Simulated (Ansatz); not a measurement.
Cost and result for the atomization energy of `F[SiH]1O[CH2][AlH]1` (9 atoms, 9 bonds).

Z-matrix (Å, degrees):
```
Si
O 1 1.660
F 1 1.607 2 111.4
Al 1 2.427 2 76.9 3 113.8
H 1 1.486 2 109.2 3 -114.4
C 2 1.453 1 113.4 3 -103.4
H 4 1.589 1 152.6 2 166.7
H 6 1.095 2 109.5 1 109.9
H 6 1.095 2 108.4 1 -133.6
```

Total charge 0; spin multiplicity 1. All single points use the PBE0-D4/def2-TZVP geometry. Program: Ansatz. All runs use 4 threads of an AMD EPYC 9R45 on a shared host. Times are those of one run each, without the atoms' runs, and a repeat can differ threefold. Electronic energies, without spin–orbit coupling; frozen cores. CCSD(T)/CBS adds CCSD(T) − MP2 in def2-TZVPP to the MP2 limit, and its time is that of the two runs behind it. T1 = 0.014. B3LYP takes the VWN-RPA correlation (the form of Gaussian; ORCA's B3LYP/G).

CCSD(T)/CBS is a level of theory with its own doubt, some kJ/mol a heavy atom from the limit and from the frozen cores, so smaller differences don't rank the functionals.

| level | functions | wall time |
| --- | --- | --- |
| PBE-D4/def2-TZVPP (with forces) | 233 | 0.85 s |
| PBE0-D4/def2-TZVPP | 233 | 0.95 s |
| r2SCAN-D4/def2-TZVPP (with forces) | 233 | 1.4 s |
| B3LYP-D4/def2-TZVPP (with forces) | 233 | 1.4 s |
| B2PLYP/def2-TZVPP | 233 | 1.6 s |
| ωB97X-V/def2-TZVPP | 233 | 2.3 s |
| ωB97M-V/def2-TZVPP (with forces) | 233 | 3.1 s |
| MP2/def2-QZVPP | 431 | 5.5 s |
| CCSD(T)/def2-TZVPP | 233 | 24 s |
| CCSD(T)/CBS(def2) | – | 29 s |

Task: What atomization energy does each give, and how far from CCSD(T)/CBS? (An estimate is asked.)

Result: The calculation gave: 
```csv
level,atomization (kJ/mol),difference from CCSD(T)/CBS,per bond
PBE-D4/def2-TZVPP (with forces),3244.5,37.2,4.1
PBE0-D4/def2-TZVPP,3174.8,-32.5,-3.6
r2SCAN-D4/def2-TZVPP (with forces),3209.3,2.0,0.2
B3LYP-D4/def2-TZVPP (with forces),3176.5,-30.8,-3.4
B2PLYP/def2-TZVPP,3153.1,-54.2,-6.0
ωB97X-V/def2-TZVPP,3216.8,9.5,1.1
ωB97M-V/def2-TZVPP (with forces),3204.9,-2.4,-0.3
MP2/def2-QZVPP,3248.0,40.7,4.5
CCSD(T)/def2-TZVPP,3107.1,-100.2,-11.1
CCSD(T)/CBS(def2),3207.3,0.0,0.0
```

In def2-TZVPP, CCSD(T) changes the Hartree–Fock value by +819.1 kJ/mol (the triples alone add +53.7 kJ/mol) and MP2 by +899.2 kJ/mol; breaking electron pairs costs correlation energy, which Hartree–Fock lacks. The D4 term adds +31.0 kJ/mol with B3LYP and +16.0 kJ/mol with PBE0; it sums over pairs of atoms, weighted by their polarisabilities, and B3LYP, whose exchange is more repulsive, gets the larger term. From PBE to PBE0 (25 % exact exchange), in def2-TZVPP and without D4, the atomization energy moves by −66.7 kJ/mol: exact exchange takes away binding that semilocal exchange gives to molecules.
